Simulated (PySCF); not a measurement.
Question: Give a PBE0-D3(BJ)/def2-SVP geometry of `C=[C](C)[GaH][Cl]`.

Answer: 
```xyz
11
C3H6ClGa angstrom
C     -0.6152    1.4650    0.1639
C     -0.1406    0.2162    0.0260
C     -0.9415   -1.0049    0.3614
Ga     1.6909    0.0645   -0.6173
Cl     2.4836   -1.9477   -0.6575
H     -1.6302    1.6600    0.5372
H     -0.0196    2.3500   -0.0869
H     -1.0629   -1.6543   -0.5209
H     -1.9434   -0.7477    0.7410
H     -0.4299   -1.6210    1.1184
H      2.6506    1.2004   -1.0874
```

Orientation and origin are arbitrary. Atoms count from 1 in this order. The C–C distances run from 1.343 Å (C1=C2, drawn double) to 1.498 Å (C2–C3, drawn single), a spread of 0.155 Å. Of the pairs four or more bonds apart, H6···H9 is among the closest relative to their van der Waals radii: 2.44 Å, 102 % of the sum of Bondi's values. Ga4 (gallium bonded to C, Cl and H) is planar (angles 128.4°, 116.5° and 115.0°, sum 360.0°, 0.01 Å off the plane of its three neighbours).

Bonds between heavy atoms (Å): C1=C2 1.343, C2–C3 1.498, C2–Ga4 1.947, Ga4–Cl5 2.163.

Method used: PBE0-D3(BJ)/def2-SVP geometry optimisation, gas phase in PySCF.

Point group: near Cs, missed by 0.22 Å at most; the miss may be what the optimiser left on a soft mode. PBE0-D3(BJ)/def2-SVP frequencies: not computed here. The numbers are those of one conformer (C1–C2–Ga4–Cl5 175°).

The run took 98 s on an Arm Neoverse V1 with one thread, shared host, and the process peaked at 0.51 GiB of memory. These figures are those of the optimisation.
